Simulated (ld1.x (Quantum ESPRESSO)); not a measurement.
# A failed generation for Sn (Z = 50)

Input:

```
&input
   title='Sn', zed=50., rel=1, dft='PBE', iswitch=3,
   config='[Kr] 4d10 5s1 5p3',
   nld=3, rlderiv=1.10, eminld=-12.0, emaxld=5.0, deld=0.04
 /
 &inputp
   pseudotype=2, tm=.true., lloc=2,
   nlcc=.false.,
   file_pseudopw='Sn.UPF', file_wfcaegen='ae.wfc', file_wfcncgen='nc.wfc', file_beta='beta', file_chi='chi'
 /
3
4S  1  0   2.00   0.00  0.54  0.54  0.0
4P  2  1   6.00   0.00  0.98  0.98  0.0
4D  3  2  10.00   0.00  0.80  0.80  0.0
 &test
   configts(1)='4s2 4p6 4d10 5s1 5p3'
 /
```

```bash
ld1.x < Sn.in > Sn.out
```

End of the output:

```
       Warning: n=2, l=0 expected 1 nodes, found 2
       Setting wfc to zero for this iteration
       (This warning will only be printed once per wavefunction)

 %%%%%%%%%%%%%%%%%%%%%%%%%%%%%%%%%%%%%%%%%%%%%%%%%%%%%%%%%%%%%%%%%%%%%%%%%%%%%%
     Error in routine run_pseudo (1):
     Errors in PS-KS equation
 %%%%%%%%%%%%%%%%%%%%%%%%%%%%%%%%%%%%%%%%%%%%%%%%%%%%%%%%%%%%%%%%%%%%%%%%%%%%%%

     stopping ...
```

**Question.** Why did it fail, and what change makes it run?

**Answer.** The run stopped because the pseudo-atom solver did not find the valence states with the expected number of nodes, which is the usual sign of a ghost state. A run that differs only in the following succeeds: all radii scaled by about 1.38 (s 0.75, p 1.35, d 1.10 bohr). Other answers can fit too; this one was computed.
